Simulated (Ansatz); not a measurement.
Sn16PH28. Charge 0, multiplicity 2. Geometry PBE-D4/def2-SVP.

Cartesian coordinates in Å:
```
P -0.129 0.965 -0.070
Sn -4.477 0.389 -0.611
Sn 1.382 2.037 -4.251
Sn 3.691 2.734 -0.262
Sn 0.174 -2.529 -0.470
Sn 2.673 -1.472 -1.344
Sn -0.243 -2.499 2.348
Sn -4.338 -3.960 0.823
Sn 3.717 -0.398 3.171
Sn -0.756 1.491 -2.497
Sn -2.418 1.643 0.848
Sn -3.715 -2.230 -1.308
Sn 1.006 3.214 0.416
Sn 3.751 2.996 -3.066
Sn 4.241 0.062 0.446
Sn -2.992 -2.735 2.969
Sn 0.955 -0.331 3.679
H -5.905 0.339 0.379
H -4.850 1.339 -2.012
H 0.775 3.223 -5.374
H 1.701 0.600 -5.165
H 4.754 3.895 0.486
H -1.892 -2.183 -1.297
H 0.171 -4.262 -0.852
H 2.261 -0.313 -2.591
H 3.665 -2.655 -2.159
H 0.480 -3.936 3.034
H -6.054 -4.069 1.062
H -3.736 -5.556 0.511
H 4.592 0.764 4.124
H 4.325 -1.968 3.601
H -1.870 2.830 -2.480
H -1.656 0.098 -3.028
H -2.562 3.375 0.755
H -2.446 1.181 2.519
H -4.254 -2.698 -2.896
H 0.266 4.447 -0.568
H 0.711 3.601 2.082
H 3.932 4.668 -3.509
H 5.098 2.135 -3.750
H 5.931 -0.241 0.122
H -3.703 -1.159 3.147
H -3.233 -3.578 4.468
H 0.305 1.195 3.176
H 0.669 -0.449 5.392
```

In the def2 sets Sn takes a core potential; there is no spin–orbit coupling. Single mean-field runs in def2-SVP, def2-TZVP are fitted with def2-universal-jkfit. Another isomer (doublet) lies 0.20 eV lower at PBE0-D4/def2-TZVP; other spin states weren't run for this one.

Question: Estimate the α-spin orbital energies around the gap (eV) in Ansatz with PBE-D4/def2-SVP, PBE-D4/def2-TZVP, r2SCAN-D4/def2-TZVP, PBE0-D4/def2-SVP, r2SCAN0-D4/def2-TZVP.

Answer: 
| orbital | PBE-D4/def2-SVP | PBE-D4/def2-TZVP | r2SCAN-D4/def2-TZVP | PBE0-D4/def2-SVP | r2SCAN0-D4/def2-TZVP |
| --- | --- | --- | --- | --- | --- |
| HOMO−13 | -7.07 | -7.14 | -7.42 | -8.14 | -8.36 |
| HOMO−12 | -6.98 | -7.06 | -7.34 | -8.06 | -8.29 |
| HOMO−11 | -6.97 | -7.03 | -7.30 | -8.00 | -8.20 |
| HOMO−10 | -6.78 | -6.85 | -7.11 | -7.80 | -8.00 |
| HOMO−9 | -6.67 | -6.73 | -6.99 | -7.67 | -7.86 |
| HOMO−8 | -6.46 | -6.52 | -6.76 | -7.38 | -7.57 |
| HOMO−7 | -6.36 | -6.44 | -6.68 | -7.32 | -7.51 |
| HOMO−6 | -6.31 | -6.37 | -6.61 | -7.24 | -7.41 |
| HOMO−5 | -6.20 | -6.27 | -6.50 | -7.10 | -7.29 |
| HOMO−4 | -6.10 | -6.17 | -6.39 | -7.04 | -7.23 |
| HOMO−3 | -6.08 | -6.16 | -6.37 | -6.98 | -7.15 |
| HOMO−2 | -5.97 | -6.03 | -6.24 | -6.84 | -7.00 |
| HOMO−1 | -5.85 | -5.92 | -6.12 | -6.69 | -6.85 |
| HOMO | -4.44 | -4.53 | -4.75 | -5.16 | -5.43 |
| LUMO | -2.53 | -2.67 | -2.49 | -1.82 | -1.86 |
| LUMO+1 | -2.43 | -2.55 | -2.40 | -1.76 | -1.79 |
| LUMO+2 | -2.32 | -2.44 | -2.29 | -1.65 | -1.69 |
| LUMO+3 | -2.23 | -2.36 | -2.19 | -1.54 | -1.58 |
| LUMO+4 | -2.14 | -2.29 | -2.13 | -1.47 | -1.51 |
| LUMO+5 | -2.08 | -2.21 | -2.05 | -1.42 | -1.45 |
| β HOMO | -5.82 | -5.89 | -6.10 | -6.65 | -6.82 |
| β LUMO | -4.00 | -4.09 | -3.93 | -3.36 | -3.31 |
